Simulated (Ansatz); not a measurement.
B4Cl⁺. Total charge 1; singlet. Geometry r2SCAN-D4/def2-SVP; atoms count from 1.

```xyz
5

B    -0.038    0.001   -0.041
B     1.398   -0.462    0.480
B    -1.382    0.360   -0.701
B    -2.835    1.006   -0.808
Cl    2.856   -0.905    1.070
```

The restricted singlet is unstable towards broken spin symmetry at other levels; at PBE0-D4/def2-TZVP this wasn't settled. Another isomer (singlet) lies 2.23 eV lower at PBE0-D4/def2-TZVP; other spin states weren't run for this one.

(1) Estimate the Mulliken populations from the PBE0/def2-TZVP orbitals of Ansatz.

(2) And the Mayer bond orders between heavy atoms (over 0.3)?

## Answers

(1) 
```tsv
atom	charge (e)
B1	0.07
B2	0.17
B3	0.09
B4	0.38
Cl5	0.29
```
Mulliken values depend strongly on the basis.

(2) B1–B2 1.25 (1.60 Å); B1–B3 1.54 (1.54 Å); B1–B4 0.50 (3.07 Å); B2–Cl5 1.80 (1.63 Å); B3–B4 1.47 (1.59 Å).
